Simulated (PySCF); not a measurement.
Exercise with solution: entropy of an ideal gas

Ta(F)4(NH2) (F4H2NTa), SMILES [F][Ta]([NH2])([F])([F])[F], multiplicity 1.

Coordinates come from a B3LYP-D3(BJ)/def2-SVP optimisation. The multiplicity is an assumed one; no other spin state was optimised. The structure was generated by enumeration; whether it is a known compound was not checked. The def2 effective core potentials stand for the cores of Ta; spin–orbit coupling is left out. The values are those of a single conformer.

B3LYP-D3(BJ)/def2-SVP (PySCF 2.14.0) gives the harmonic wavenumbers 114, 117, 194, 199, 210, 239, 271, 443, 493, 646, 656, 693, 695, 697, 728, 1487, 3543, 3650 cm⁻¹ and the rotational temperatures 0.1203, 0.1036, 0.1001 K. The molar mass is 272.96 g/mol, the symmetry number 2, the spin multiplicity 1.

Q: Work out the entropy at 298.15 K and 1 atm in the rigid-rotor, harmonic-oscillator model.

A: 
Translation (Sackur–Tetrode at 1 atm): S = R[1.5 ln M + 2.5 ln T − 1.16487] = 178.7 J/(mol K).
Rotation: q = (√π/σ) T^1.5/√(θA θB θC) = 129000, S = R[ln q + 3/2] = 110.3 J/(mol K).
Vibration: with u = 1.4388 ν/T, each mode gives R[u/(e^u − 1) − ln(1 − e^−u)]:
| ν (cm⁻¹) | modes | u | S (J/(mol K)) |
|---|---|---|---|
| 114 | 1 | 0.55 | 13.39 |
| 117 | 1 | 0.56 | 13.18 |
| 194 | 1 | 0.94 | 9.16 |
| 199 | 1 | 0.96 | 8.96 |
| 210 | 1 | 1.01 | 8.55 |
| 239 | 1 | 1.15 | 7.57 |
| 271 | 1 | 1.31 | 6.65 |
| 443 | 1 | 2.14 | 3.42 |
| 493 | 1 | 2.38 | 2.83 |
| 646 | 1 | 3.12 | 1.58 |
| 656 | 1 | 3.17 | 1.52 |
| 693 | 1 | 3.34 | 1.32 |
| 695 | 1 | 3.35 | 1.31 |
| 697 | 1 | 3.36 | 1.30 |
| 728 | 1 | 3.51 | 1.15 |
| 1487 | 1 | 7.18 | 0.05 |
The stiffer modes add less than 0.005 each. Sum 81.9 J/(mol K).
Spin: R ln 1 = 0.0 J/(mol K).
Total 371.0 J/(mol K); the program's own thermochemistry gives 371.0. Translation makes up 48 % and vibration 22 %. Anharmonicity, hindered rotation and orbital degeneracy are left out.
